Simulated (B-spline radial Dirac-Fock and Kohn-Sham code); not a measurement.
# Binding energies of Ga⁴⁺

System: the Ga⁴⁺ ion in the configuration [Ar] 3d9; nuclear rms radius 3.9973 fm (A = 69).

The run's input, task.json:

```json
{"items": [{
  "Z": 31,
  "q": 4,
  "cfg": [[1, 0, 2], [2, 0, 2], [2, 1, 6], [3, 0, 2], [3, 1, 6], [3, 2, 9]],
  "A": 69,
  "rrms": 3.9973,
  "do": ["binding"]
}]}
```

Command: `python xray_run.py task.json out`

These are calculated numbers from a radial B-spline solver; the model is Dirac-Fock ΔSCF + Breit + QED. Correlation energy is missing from these numbers. Energies are counted from the vacuum level.

All terms are in eV, carry their sign (relaxation lowers the binding energy) and add up to the binding energy; ⟨r⟩ is the mean radius of the orbital in the initial state.

```
subshell  −ε (Koopmans)  relaxation   Gaunt  retardation    QED  binding energy  ⟨r⟩ (bohr)
      1s        10506.6      -45.49  -14.59         0.95  -6.54         10441.0       0.049
      2s         1401.5      -21.17   -1.01         0.03  -0.69          1378.6       0.217
   2p1/2         1242.0      -23.19   -1.92         0.20   0.08          1217.2       0.188
   2p3/2         1214.0      -22.85   -1.33         0.22   0.02          1190.1       0.192
      3s          236.7       -4.32   -0.11         0.00  -0.11           232.2       0.646
   3p1/2          183.1       -4.17   -0.21         0.02   0.01           178.7       0.664
   3p3/2          179.2       -4.02   -0.13         0.03   0.00           175.0       0.673
      3d          89.55       -3.70    0.00         0.00   0.01           85.86       0.739
```

For the deepest level, K (1s), the Breit terms make up -0.131 % of the binding energy, QED -0.063 % and orbital relaxation -0.436 %.

Going to the tabulated ground configuration of the next ion removes an electron from M4,5 (3d), computed at 85.86 eV. NIST lists 86.01 ± 0.12 eV as the ionisation energy of this species (semi-empirical), +0.15 eV from the computed value. Where a p, d or f shell is open in either ion the computed value averages over both j values and all terms, while the table refers to the lowest levels; that difference holds spin-orbit splitting (largest in heavy or highly charged ions), term energies where several electrons share open shells, and correlation, and it can reach 10 % or more.
